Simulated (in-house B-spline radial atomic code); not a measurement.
Ionising the krypton ion Kr⁸⁺ with different functionals

Computed with a B-spline radial code for spherical atoms: four-component Dirac-Coulomb Hamiltonian, Fermi nucleus of rms radius 4.1884 fm, spin-restricted, spherical fractional occupations for the functionals, and exact exchange of hybrids averaged over the configuration. The ionisation energy is the difference of two self-consistent energies, [Ar] 3d10 → [Ar] 3d9, without Breit or QED terms; ε is the level of the shell that loses the electron (mean over j). The electron is taken from both j subshells in proportion to 2j + 1, so the result is a j average, not the step between ground levels.

| method | rung | ΔSCF (eV) | -ε(3d) (eV) |
| --- | --- | --- | --- |
| PBE0 | global hybrid | 233.62 | 220.74 |
| B3LYP | global hybrid | 233.71 | 219.72 |
| BHandHLYP | global hybrid | 233.42 | 226.13 |
| wB97X | range-separated hybrid | 233.25 | 222.11 |

Problem. Among the functionals, which spreads more, the ΔSCF values or the orbital energies?

Solution. The orbital energies: ΔSCF values span about 0.46 eV and the orbital energies 6.41 eV; here energy differences depend much less on the functional than eigenvalues do.

Problem. How do they compare with the NIST value?

Solution. NIST lists 233.0 eV ± 0.7 (semi-empirical, ground level to ground level). Errors run from +0.25 to +0.71 eV; all lie within about twice that uncertainty, so the table can't rank the methods.
